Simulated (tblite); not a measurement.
C3H8F2O2Si2.
Numbering: `[CH2:1]=[CH:2][O:3][Si@@:4]([OH:5])([SiH3:6])[CH:7]([F:8])[F:9]` (hydrogens: H10, H11 on C1; H12 on C2; H13 on O5; H14, H15, H16 on Si6; H17 on C7)

Computed with GFN2-xTB (tblite), gas phase: L-BFGS steps from a force-field or distance-geometry start until the largest atomic force falls under 0.01 eV/Å.

Step 23: E = -860.1316 eV
```
atom  x, y, z in Å  |  force x, y, z in eV/Å
C1      3.0728    0.0963   -0.4542   -0.041  -0.005   0.017
C2      2.2173   -0.0864    0.5334   -0.027  -0.015  -0.048
O3      0.9846   -0.6250    0.3497    0.004  -0.018  -0.042
Si4    -0.5155   -0.0325    0.4484    0.002   0.056   0.004
O5     -0.6062    0.6223    1.9425   -0.041   0.017  -0.040
Si6    -1.2695    1.2840   -1.2894   -0.028   0.008  -0.035
C7     -1.6039   -1.6400    0.4396    0.024  -0.023   0.008
F8     -1.3506   -2.4319   -0.6347    0.037  -0.022  -0.042
F9     -2.9194   -1.2711    0.3057   -0.007   0.069   0.041
H10     4.0556    0.4896   -0.2823    0.018   0.010   0.065
H11     2.8133   -0.1522   -1.4661   -0.032  -0.032  -0.063
H12     2.4400    0.1638    1.5631   -0.007   0.007   0.000
H13    -1.3651    1.0879    2.2803   -0.048  -0.013   0.007
H14    -1.6206    0.4793   -2.4639    0.009   0.032   0.048
H15    -2.4783    2.0163   -0.8728    0.055  -0.015  -0.027
H16    -0.3001    2.2935   -1.7369    0.020  -0.007   0.042
H17    -1.5614   -2.2818    1.3277    0.062  -0.047   0.064
```

Step 24: E = -860.1329 eV
```
atom  x, y, z in Å  |  force x, y, z in eV/Å
C1      3.0705    0.0956   -0.4526   -0.022  -0.008  -0.010
C2      2.2140   -0.0861    0.5349    0.001  -0.010  -0.051
O3      0.9810   -0.6243    0.3487    0.032   0.004  -0.028
Si4    -0.5189   -0.0291    0.4444    0.029   0.019   0.007
O5     -0.6072    0.6221    1.9396   -0.044   0.028  -0.032
Si6    -1.2691    1.2886   -1.2939   -0.003  -0.018   0.007
C7     -1.6020   -1.6403    0.4415    0.014  -0.028   0.003
F8     -1.3528   -2.4330   -0.6332    0.044  -0.022  -0.044
F9     -2.9197   -1.2762    0.3134   -0.002   0.063   0.054
H10     4.0553    0.4882   -0.2848   -0.016  -0.001   0.082
H11     2.8123   -0.1550   -1.4652   -0.039  -0.025  -0.039
H12     2.4402    0.1643    1.5650   -0.040  -0.006  -0.035
H13    -1.3687    1.0805    2.2805   -0.057  -0.003   0.016
H14    -1.6194    0.4856   -2.4669   -0.002   0.010   0.012
H15    -2.4757    2.0185   -0.8752    0.021   0.010  -0.021
H16    -0.2963    2.2944   -1.7366    0.034   0.016   0.031
H17    -1.5504   -2.2816    1.3305    0.049  -0.031   0.048
```

Step 25: E = -860.1342 eV
```
atom  x, y, z in Å  |  force x, y, z in eV/Å
C1      3.0683    0.0950   -0.4519    0.004  -0.010  -0.041
C2      2.2111   -0.0861    0.5352    0.022  -0.005  -0.042
O3      0.9782   -0.6239    0.3469    0.040   0.020  -0.015
Si4    -0.5212   -0.0261    0.4412    0.040  -0.026   0.004
O5     -0.6090    0.6226    1.9368   -0.045   0.039  -0.017
Si6    -1.2689    1.2920   -1.2974    0.030  -0.030   0.043
C7     -1.6001   -1.6412    0.4432    0.014  -0.023   0.002
F8     -1.3536   -2.4340   -0.6328    0.033  -0.009  -0.024
F9     -2.9196   -1.2786    0.3205    0.021   0.039   0.062
H10     4.0545    0.4871   -0.2851   -0.048  -0.012   0.083
H11     2.8112   -0.1576   -1.4653   -0.036  -0.013  -0.008
H12     2.4396    0.1645    1.5658   -0.064  -0.015  -0.063
H13    -1.3729    1.0746    2.2808   -0.060   0.003   0.019
H14    -1.6185    0.4905   -2.4687   -0.011  -0.011  -0.024
H15    -2.4732    2.0203   -0.8775   -0.012   0.035  -0.013
H16    -0.2924    2.2952   -1.7352    0.040   0.028   0.023
H17    -1.5405   -2.2820    1.3335    0.031  -0.009   0.013
```

Step 26: E = -860.1358 eV
```
atom  x, y, z in Å  |  force x, y, z in eV/Å
C1      3.0655    0.0940   -0.4519    0.036  -0.012  -0.073
C2      2.2077   -0.0864    0.5344    0.038   0.002  -0.025
O3      0.9752   -0.6232    0.3441    0.032   0.026  -0.003
Si4    -0.5232   -0.0226    0.4375    0.039  -0.078   0.004
O5     -0.6123    0.6243    1.9330   -0.046   0.052   0.003
Si6    -1.2680    1.2957   -1.3009    0.064  -0.032   0.069
C7     -1.5972   -1.6427    0.4453    0.020  -0.011   0.003
F8     -1.3538   -2.4352   -0.6327    0.009   0.011   0.012
F9     -2.9186   -1.2804    0.3305    0.056   0.000   0.067
H10     4.0525    0.4856   -0.2836   -0.070  -0.021   0.072
H11     2.8092   -0.1613   -1.4659   -0.026   0.002   0.022
H12     2.4375    0.1644    1.5655   -0.079  -0.019  -0.080
H13    -1.3795    1.0673    2.2811   -0.058   0.004   0.016
H14    -1.6176    0.4960   -2.4708   -0.018  -0.030  -0.058
H15    -2.4702    2.0229   -0.8805   -0.041   0.057  -0.006
H16    -0.2866    2.2965   -1.7325    0.038   0.032   0.015
H17    -1.5276   -2.2828    1.3374    0.006   0.016  -0.037
```

Problem. Estimate the geometry and energy of step 27. (The exact step hangs on the optimiser's Hessian estimate; all steps are aligned on step 26, rigid shifts and turns removed.)

Solution. E = -860.1384 eV, largest force 0.131 eV/Å
```
atom  x, y, z in Å  |  force x, y, z in eV/Å
C1      3.0617    0.0921   -0.4529    0.068  -0.015  -0.096
C2      2.2032   -0.0869    0.5322    0.045   0.008  -0.003
O3      0.9715   -0.6215    0.3398    0.012   0.015   0.004
Si4    -0.5256   -0.0185    0.4321    0.022  -0.128   0.015
O5     -0.6183    0.6278    1.9268   -0.048   0.068   0.030
Si6    -1.2656    1.3009   -1.3052    0.087  -0.023   0.079
C7     -1.5920   -1.6450    0.4487    0.027   0.006   0.006
F8     -1.3539   -2.4369   -0.6322   -0.025   0.036   0.055
F9     -2.9160   -1.2833    0.3474    0.097  -0.051   0.066
H10     4.0483    0.4831   -0.2797   -0.072  -0.026   0.045
H11     2.8057   -0.1669   -1.4668   -0.007   0.021   0.042
H12     2.4324    0.1638    1.5634   -0.082  -0.014  -0.078
H13    -1.3912    1.0561    2.2819   -0.046   0.000   0.004
H14    -1.6165    0.5041   -2.4750   -0.019  -0.040  -0.082
H15    -2.4663    2.0280   -0.8853   -0.060   0.075  -0.002
H16    -0.2767    2.2990   -1.7278    0.025   0.027   0.009
H17    -1.5075   -2.2838    1.3427   -0.025   0.043  -0.095
```

The energy changes by -0.0025 eV. The first-order estimate −F·Δx gives -0.0034 eV and the mean of the old and new forces, exact on a quadratic surface, -0.0025 eV. The step makes an angle of 74° with the force vector and moves no atom by more than 0.021 Å.

The cost below is that of the whole relaxation. On an Arm Neoverse N1 with one thread, shared host, this took 2.7 s wall.
